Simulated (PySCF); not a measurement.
# HTi(OH): from structure and modes to constants

These are results of PySCF, UPBE0, basis Ti def2-TZVP, H def2-TZVP, O def2-TZVP (no relativity, density fitting), not measurements.

The triplet minimum has Cs symmetry. Masses (u): Ti 47.94795, H 1.00782, O 15.99492.

```xyz
4
charge 0 multiplicity 3, angstrom
Ti   -0.1757    0.0000    0.4240
H     0.6353    0.0000    1.9984
O     0.4219    0.0000   -1.2785
H     1.1574    0.0000   -1.8884
```

Harmonic wavenumbers (cm⁻¹): 308.0 (a', ×1), 413.1 (a'', ×1), 459.3 (a', ×1), 741.4 (a', ×1), 1587.7 (a', ×1), 3951.4 (a', ×1).

**Question.** Find the principal moments of inertia and the rotational constants. What kind of rotor is it?

**Answer.** About the centre of mass I = 1.8367, 46.627, 48.464 u Å². With B = 16.8576/I this gives 9.178, 0.3615, 0.3478 cm⁻¹. The molecule is an asymmetric top with κ = -1.00.

**Question.** What is the harmonic zero-point energy?

**Answer.** Half the sum of all 6 wavenumbers, 7461/2 = 3730 cm⁻¹, which is 44.6 kJ/mol (1 cm⁻¹ = 0.0119627 kJ/mol).

**Question.** Give the standard entropy (298.15 K, 1 bar) by its translational, rotational, vibrational and spin parts, and Cp.

**Answer.** Sackur–Tetrode with M = 65.96 u gives 161.1; rotation with symmetry number 1 gives 83.2; vibration 13.9; spin R ln 3 = 9.1. The total is 267.3 J/(mol K), and Cp = 4 R + 22.0 = 55.2 J/(mol K).

Other isomers or separated fragments may lie lower. Open d and f shells are described by one determinant, and the ground state may have another occupation or spin.
